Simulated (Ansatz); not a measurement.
Atomisation energy: 6 cases among radicals of silicon compounds with O, N or halogens, in kcal/mol. Structures are relaxed separately at B3LYP-D3(BJ)/def2-TZVP in Ansatz (an electronic-structure program), one conformer each, not searched for the lowest. Cores are frozen in the correlated levels unless marked. UHF or UKS for open shells. Spin-orbit coupling is left out. No relativistic terms. Atomisation energies are electronic, to ground-state atoms; the column to compare with has the core term from cc-pwCVTZ added, other frozen-core levels have none. The column to compare with is coupled cluster with Ansatz, a level with limits of its own, on species with small T1 and stable references: CCSD(T)/CBS(cc-pV(T+d)Z,cc-pV(Q+d)Z). Basis-set limits of correlation are two-point, X^-3; Hartree-Fock from the larger set.

The cases are a random draw of a share (13 cases) of this class's members that had been run, up to Cl and in the lowest spin state found, with this coupled-cluster level, T1 under 0.025 (0.045 for open shells), stable and nearly pure references and no caution of the program. Left out: atoms, ions and triplets as subjects, saddle points, species that the lists mark as multireference, runs with a caution of the program, species with a measured enthalpy of formation or without the core term. The levels beside PBE were drawn at random too.

```csv
species (SMILES),coupled cluster,difference of PBE/def2-TZVPD (Ansatz),difference of r2SCAN/def2-TZVPD (Ansatz),difference of B2PLYP-D3(BJ)/def2-TZVPD (Ansatz + dftd3),"difference of RI-MP2/CBS(cc-pV(T+d)Z,cc-pV(Q+d)Z) (Ansatz)",difference of CCSD(T)/cc-pV(T+d)Z (Ansatz)
[CH2][Si](C)(C)F,1196.7,1.7,-0.8,-15.6,8.7,-32.3
C[Si](C)([NH])N,1212.9,8.8,-5.3,-14.0,3.3,-38.8
C[SiH2]O[SiH2],909.4,-10.8,-3.2,-12.5,5.0,-26.2
[SiH3]N[SiH]O[SiH3],1025.3,-18.2,-8.6,-14.1,5.8,-34.5
C[SiH2][O],644.5,1.6,1.7,-8.3,-1.1,-18.4
C[Si]([O])(O)O,938.0,3.0,-3.4,-16.5,18.0,-31.7
```

| level | mean signed difference | median signed difference | mean absolute difference |
|---|---|---|---|
| PBE/def2-TZVPD (Ansatz) | -2.32 | 1.65 | 7.35 |
| r2SCAN/def2-TZVPD (Ansatz) | -3.27 | -3.30 | 3.83 |
| B2PLYP-D3(BJ)/def2-TZVPD (Ansatz + dftd3) | -13.50 | -14.05 | 13.50 |
| RI-MP2/CBS(cc-pV(T+d)Z,cc-pV(Q+d)Z) (Ansatz) | 6.62 | 5.40 | 6.98 |
| CCSD(T)/cc-pV(T+d)Z (Ansatz) | -30.32 | -32.00 | 30.32 |

PBE lies above in 4 of 6 cases and within 1 kcal/mol in 0; its mean signed difference is -2.32, the median 1.65, the mean absolute difference 7.35, and the range -18.2 to 8.8 kcal/mol.
